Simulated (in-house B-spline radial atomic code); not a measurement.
**Ionising Se IV (Se3+) with different functionals**

Computed with a B-spline radial code for spherical atoms: scalar-relativistic (spin-free X2C) Hamiltonian, Fermi nucleus of rms radius 4.14 fm, spin-polarised at highest spin, spherical fractional occupations for the functionals, and exact exchange of hybrids averaged over the configuration. The ionisation energy is the difference of two self-consistent energies, [Ar] 3d10 4s2 4p1 → [Ar] 3d10 4s2, without Breit or QED terms; ε is the level of the shell that loses the electron (its least bound occupied spin orbital). There is no spin-orbit coupling in this Hamiltonian.

```json
{"method": "PBE0", "rung": "global hybrid", "ΔSCF (eV)": "42.55", "-ε(4p) (eV)": "38.50"}
{"method": "B3LYP", "rung": "global hybrid", "ΔSCF (eV)": "42.73", "-ε(4p) (eV)": "38.28"}
{"method": "TPSSh", "rung": "global hybrid", "ΔSCF (eV)": "42.47", "-ε(4p) (eV)": "37.64"}
{"method": "BHandHLYP", "rung": "global hybrid", "ΔSCF (eV)": "42.60", "-ε(4p) (eV)": "39.86"}
{"method": "r2SCAN0", "rung": "global hybrid", "ΔSCF (eV)": "42.57", "-ε(4p) (eV)": "38.66"}
{"method": "B97-1", "rung": "global hybrid", "ΔSCF (eV)": "42.40", "-ε(4p) (eV)": "38.10"}
{"method": "HSE06", "rung": "range-separated hybrid", "ΔSCF (eV)": "42.60", "-ε(4p) (eV)": "38.08"}
{"method": "wB97X", "rung": "range-separated hybrid", "ΔSCF (eV)": "42.51", "-ε(4p) (eV)": "40.92"}
{"method": "CAM-B3LYP", "rung": "range-separated hybrid", "ΔSCF (eV)": "?", "-ε(4p) (eV)": "?"}
{"method": "LC-wPBE", "rung": "range-separated hybrid", "ΔSCF (eV)": "?", "-ε(4p) (eV)": "?"}
```

Q: What does CAM-B3LYP give?

A: ΔSCF 42.80 eV, and -ε(4p) = 40.08 eV.

Q: What does LC-wPBE give?

A: ΔSCF 42.76 eV, and -ε(4p) = 41.64 eV.

Q: Among the functionals, which spreads more, the ΔSCF values or the orbital energies?

A: The orbital energies: ΔSCF values span about 0.39 eV and the orbital energies 4.00 eV; here energy differences depend much less on the functional than eigenvalues do.

Q: How do they compare with the NIST value?

A: NIST lists 42.947 eV ± 0.003 (measured, ground level to ground level). Errors run from -0.54 to -0.15 eV; CAM-B3LYP is closest (-0.15 eV), but part of that can be cancellation, since the calculations leave out spin-orbit coupling, Breit-QED terms, multiplet and fine-structure energies.
